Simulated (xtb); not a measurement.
C5H5F, SMILES C#C[C@H](F)C=C. All values are semi-empirical tight-binding results from xtb (GFN2-xTB unless named), good for trends rather than for accurate numbers. The structure is a stationary point at GFN2-xTB. The structure was generated by enumeration; whether it is a known compound was not checked. Other conformers were not sampled.

Optimised geometry:

Bond lengths (Å): C1–C2 1.197, C1–H7 1.049, C2–C3 1.456, C3–F4 1.383, C3–C5 1.506, C3–H8 1.103, C5–C6 1.318, C5–H9 1.081, C6–H10 1.076, C6–H11 1.077. Angles (°): C2–C1–H7 178.8, C1–C2–C3 178.0, C2–C3–F4 109.9, C2–C3–C5 110.1, C2–C3–H8 109.4, F4–C3–C5 111.2, F4–C3–H8 105.9, C5–C3–H8 110.3, C3–C5–C6 124.2, C3–C5–H9 113.4, C6–C5–H9 122.4, C5–C6–H10 121.6, C5–C6–H11 121.5, H10–C6–H11 116.9.

- orbital gap: 5.39 eV
- dipole moment: 2.19 D
- zero-point energy: 49.6 kcal/mol
- G − E(el) at 298.15 K (modified RRHO): 30.5 kcal/mol
- static polarisability (D4 model): 57.9 bohr³
- solvation energy, GFN2-xTB/ALPB(water): -2.9 kcal/mol
- solvation energy, GFN2-xTB/ALPB(chcl3): -6.0 kcal/mol

### Question
Give the IR lines (harmonic; lines under 4 % of the strongest left out, lines within 3 cm⁻¹ merged). (An estimate is asked for; the answer gives what the named calculation found.)

### Answer
ν (cm⁻¹): 257 (w), 491 (w), 559 (w), 628 (m), 682 (m), 686 (m), 878 (w), 909 (m), 975 (vs), 1015 (m), 1095 (s), 1208 (w), 1258 (m), 1272 (w), 1713 (w), 2838 (s), 3071 (m), 3111 (m), 3139 (s), 3394 (w) (against the strongest line: vs over 80 %, s over 45 %, m over 15 %, w over 4 %, vw less)

### Question
Give the atomic charges and the Wiberg bond orders between heavy atoms. (An estimate is asked for; the answer gives what the named calculation found.)

### Answer
charges (e) C1 -0.09, C2 -0.02, C3 0.17, F4 -0.25, C5 -0.03, C6 -0.08, H7 0.09, H8 0.06, H9 0.04, H10 0.05, H11 0.06. Bond orders C1–C2 2.91, C2–C3 1.02, C3–F4 0.92, C3–C5 0.98, C5–C6 1.98.
